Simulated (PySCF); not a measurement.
A PySCF script (with the pyscf-properties extension) for the NMR shieldings of SMILES O=S(=O)(Cl)C1CCC1, C$_{4}$H$_{7}$ClO$_{2}$S, on a GFN2-xTB geometry:

```python
import basis_set_exchange as bse
import numpy as np
from pyscf import gto, dft
from pyscf.prop import nmr

atoms = """
O     1.306660   -0.919448    1.489244
S     1.689883   -0.477746    0.188676
O     2.412812   -1.375134   -0.653103
Cl    2.876151    1.158488    0.459945
C     0.296182    0.245680   -0.701380
C    -0.487615    1.126745    0.255951
C    -1.441677   -0.051908    0.517471
C    -0.813717   -0.799065   -0.671771
H     0.688337    0.625292   -1.638094
H     0.083052    1.480929    1.111943
H    -0.963495    1.974336   -0.233736
H    -1.246421   -0.541954    1.467221
H    -2.502456    0.168512    0.430609
H    -0.470713   -1.813475   -0.476872
H    -1.431398   -0.793263   -1.568015
"""
names = dict.fromkeys(["O", "S", "Cl", "C", "H"], "pcSseg-1")
basis = {el: gto.basis.parse(bse.get_basis(n, elements=[el], fmt="nwchem")) for el, n in names.items()}
mol = gto.M(atom=atoms, basis=basis, charge=0, verbose=0)
mf = dft.RKS(mol, xc="PBE0")
mf.grids.level = 2
mf.grids.alignment = dft.numint.BLKSIZE   # the property module wants whole blocks of grid points
mf.conv_tol = 1e-9
mf.kernel()

calc = nmr.RKS(mf)   # GIAO
C = mf.mo_coeff
Co = C[:, mf.mo_occ > 0]
resp = mf.gen_response(singlet=True, hermi=2)
def vind(x):   # induced exchange potential for any number of trial vectors
    d = np.einsum("pi,xij,qj->xpq", C, 2 * x.reshape(-1, C.shape[1], Co.shape[1]), Co, optimize=True)
    return np.einsum("xpq,pi,qj->xij", resp(d - d.transpose(0, 2, 1)), C, Co, optimize=True).ravel()
mo1, _ = nmr.rhf.solve_mo1(calc, with_cphf=vind)
sigma = calc.kernel(mo1)
for i, s in enumerate(sigma):   # ppm
    w = np.linalg.eigvalsh((s + s.T) / 2)
    print("%2d %-2s iso %8.1f  s11 %8.1f  s22 %8.1f  s33 %8.1f" % (i, mol.atom_pure_symbol(i), w.mean(), *w))
```

Question: Give the expected output.

Answer: 
```
 0 O  iso     62.4  s11    -29.8  s22     77.8  s33    139.1
 1 S  iso    136.1  s11      9.4  s22    109.4  s33    289.5
 2 O  iso     41.9  s11    -44.2  s22     64.5  s33    105.4
 3 Cl iso    417.8  s11     47.7  s22    192.0  s33   1013.8
 4 C  iso    110.4  s11     80.2  s22     98.1  s33    152.9
 5 C  iso    161.6  s11    149.3  s22    159.8  s33    175.8
 6 C  iso    167.2  s11    154.4  s22    166.4  s33    180.8
 7 C  iso    163.5  s11    152.8  s22    159.3  s33    178.5
 8 H  iso     28.0  s11     24.6  s22     28.6  s33     30.8
 9 H  iso     29.3  s11     25.6  s22     28.7  s33     33.4
10 H  iso     29.2  s11     25.3  s22     27.3  s33     34.9
11 H  iso     29.0  s11     25.0  s22     28.5  s33     33.4
12 H  iso     29.7  s11     26.2  s22     26.2  s33     36.8
13 H  iso     29.3  s11     25.3  s22     28.3  s33     34.4
14 H  iso     29.2  s11     25.3  s22     27.0  s33     35.2
```

These numbers come from an equivalent density-fitted implementation of the same equations, which agrees with the script to about 0.01 ppm for H and up to a few tenths of a ppm for heavy atoms, so last digits may differ.

Question: Turn these shieldings into chemical shifts. δ = σ(ref) − σ, references computed at the same level: H2O for $^{17}$O (σ = 336.08 ppm); $^{33}$S (σ = 503.73 ppm) vs CS2; HCl for $^{35}$Cl (σ = 949.78 ppm); TMS for $^{13}$C (σ = 186.93 ppm), $^{1}$H (σ = 31.72 ppm).

Answer: Averaging equivalent atoms: O 0/2: 283.9; S 1: 368; Cl 3: 532; C 4: 76.5; C 5/7: 24.3; C 6: 19.7; H 8: 3.73; H 11: 2.76; H 10/14: 2.54; H 9/13: 2.44; H 12: 2.00 ppm. Unscaled 17O shifts of doubly bonded oxygen tend to come out too high, by tens of ppm or more. Experimental scales use liquid or dissolved standards, which lie at an offset from isolated H2O (liquid H2O: subtract about 36 ppm).

Size and cost of the density-fitted run: 185 basis functions, 51 s wall time on 1 thread of an Arm Neoverse N1, shared host; peak memory 0.83 GiB.
